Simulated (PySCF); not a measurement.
# Vibration and rotation of SrB

ROHF-CCSD(T) constants of SrB, ⁴Σ⁻ (quartet), unpaired electrons σ ↑, π ↑↑ (PySCF, scalar-relativistic core potentials, basis sets Sr def2-TZVPP with ECP28, B def2-TZVPP; masses 87.9056 and 11.0093 u):

* ωe: 404.3 cm⁻¹
* ωexe: 1.98 cm⁻¹
* Be: 0.27635 cm⁻¹
* αe: 0.00190 cm⁻¹
* De to Sr + B: 0.450 eV

What force constant and bond length do these constants imply?

Reduced mass μred = 9.7840 u; k = 5.8918×10⁻⁷·μred·ωe² (u, cm⁻¹, mdyn/Å) = 0.942 mdyn/Å; Re = √(16.8576/(μred·Be)) (u, cm⁻¹, Å) = 2.497 Å.

Estimate the centrifugal constant D from the Kratzer relation and find the Dunham coefficient a1.

D = 4Be³/ωe² = 5.16e-07 cm⁻¹; a1 = −1 − αeωe/(6Be²) = -2.68.

Correlated steps freeze 1 core orbital. Spin–orbit coupling is left out. The CCSD T1 diagnostic is raised, a sign that a single reference may not be enough here. The state was picked by a PBE0 search and need not be the measured ground state.
